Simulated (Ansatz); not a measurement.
Q: Predict a relaxed structure of Hf2O5H2, charge 0, singlet, at r2SCAN-D4/def2-SVP (Ansatz).

A: 
```xyz
9

Hf    0.727    1.641    0.242
Hf    0.185   -1.303    0.192
O     0.666    3.639    0.061
O    -0.116    0.244    1.382
O    -1.331   -2.298   -0.497
O     1.053    0.067   -0.933
O    -0.536    2.899   -0.490
H    -2.172   -2.513   -0.906
H     1.524   -2.376    0.950
```
Point group Cs (tolerance 0.1 Å). This is one stationary point.

In the def2 sets Hf takes a core potential; there is no spin–orbit coupling. The structure holds one bond between oxygen atoms, so isomers without such links may lie far lower. The relaxation made no stability test and no search for a lower SCF solution. The structure comes from a short search, and lower isomers may exist.
